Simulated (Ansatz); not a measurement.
`OCB[SiH3]` + `C[O][Al]([OH])[OH]` → `[OH][Al]([OH])[O][SiH3]` + `CBCO`  (redistribution)

Calculated with Ansatz (gas phase, PBE0-D4/def2-TZVP geometries, no zero-point term in ΔE). CBS: MP2 limit from def2 TZ/QZ plus the TZ coupled-cluster correction, frozen cores. This one scheme is used for every species. DFT in def2-TZVPP. One conformer a species, not always the lowest.

`OCB[SiH3]`:

```xyz
11

O     0.219    1.320    2.099
C    -0.181    0.905    0.811
B     0.454   -0.422    0.332
Si    0.011   -1.180   -1.483
H    -0.223    2.146    2.311
H     0.048    1.666    0.039
H    -1.279    0.781    0.736
H     1.218   -1.011    1.041
H    -0.963   -0.357   -2.256
H    -0.561   -2.549   -1.335
H     1.256   -1.299   -2.295
```

`C[O][Al]([OH])[OH]`:

```xyz
10

C     0.255   -1.707   -0.609
O    -0.378   -0.744    0.185
Al   -0.200    0.912    0.384
O    -1.180    1.756    1.470
O     0.971    1.734   -0.514
H     1.042   -1.279   -1.240
H    -0.477   -2.196   -1.260
H     0.707   -2.477    0.025
H    -1.852    1.324    1.994
H     1.111    2.676   -0.436
```

`[OH][Al]([OH])[O][SiH3]`:

Z-matrix (Å, degrees):
```
Si
O 1 1.624
H 1 1.487 2 110.4
H 1 1.487 2 109.5 3 -119.6
H 1 1.487 2 110.7 3 120.6
Al 2 1.675 1 162.6 3 -69.6
O 6 1.688 2 121.6 1 179.7
O 6 1.685 2 118.9 1 -0.3
H 7 0.955 6 123.0 2 0.0
H 8 0.956 6 122.0 2 -179.9
```

`CBCO`:

```xyz
11

C     1.240   -0.604    0.824
B     0.397    0.258   -0.159
C    -1.138    0.078   -0.306
O    -1.833    0.900   -1.224
H     1.780    0.048    1.520
H     0.674   -1.338    1.402
H     2.027   -1.130    0.270
H     0.952    1.094   -0.831
H    -1.582    0.196    0.698
H    -1.325   -0.982   -0.551
H    -1.193    1.480   -1.642
```

```csv
level,ΔE (eV)
PBE-D4,-2.22
PBE0-D4,-2.32
MP2/def2-TZVPP,-2.58
SCS-MP2/def2-TZVPP,-2.54
HF/def2-QZVPP,-2.60
MP2/def2-QZVPP,-2.61
HF/CBS(def2),-2.60
CCSD/CBS(def2),-2.50
```

Task: What does CCSD(T)/CBS give? (Estimate.)

Result: Ansatz gave: -2.48 eV. The listed levels differ from it by 0.26, 0.16, -0.10, -0.06, -0.12, -0.13, -0.12, -0.02 eV.

Largest T1 diagnostic among the species: 0.012.

From PBE to PBE0 (25 % exact exchange), in def2-TZVPP and without D4, ΔE moves by −0.11 eV.
